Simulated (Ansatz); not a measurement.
**Ligand exchange: BH2Br + GaHBr2 → BH3 + GaBr3**

Species: BH2Br `BBr`, singlet; GaHBr2 `[Br][GaH][Br]`, singlet; BH3 (borane) `B`, singlet; GaBr3 (gallium tribromide) `[Br][Ga]([Br])[Br]`, singlet. The partners trade Br for H: B–Br and Ga–H bonds give way to B–H and Ga–Br.

Shapes, held fixed at every level: PBE0-D4/def2-TZVP. Programs: Ansatz 0.2.0. The zero-point and thermal change to 298 K, harmonic and unscaled (PBE0-D4/def2-TZVP), is +2.6 kJ/mol.

```csv
level,kind,ΔH(298 K) (kJ/mol),less CCSD(T)/def2-TZVPP
HF/def2-SVP,Hartree–Fock,-32.9,-9.8
r2SCAN-D4/def2-TZVPP,meta-GGA,-17.9,+5.2
PBE0-D4/def2-TZVPP,global hybrid,-19.4,+3.7
wB97M-V/def2-TZVPP,range-separated hybrid,-20.6,+2.5
wB97X-V/def2-TZVPP,range-separated hybrid,-22.7,+0.4
B2PLYP/def2-TZVPP,double hybrid,-22.3,+0.8
MP2/def2-SVP,perturbation theory,-25.4,-2.3
CCSD(T)/def2-TZVPP,coupled cluster or CI,-23.1,0.0
```

The highest level, CCSD(T)/def2-TZVPP, gives ΔH(298 K) = -23.1 kJ/mol; the levels span -32.9 to -17.9. The column of differences is taken from that level and isn't an error. No measured value is set beside it here. Relativity is left out for Br, Ga. Outer-core shells of Br, Ga are correlated, in sets that cover them unevenly.
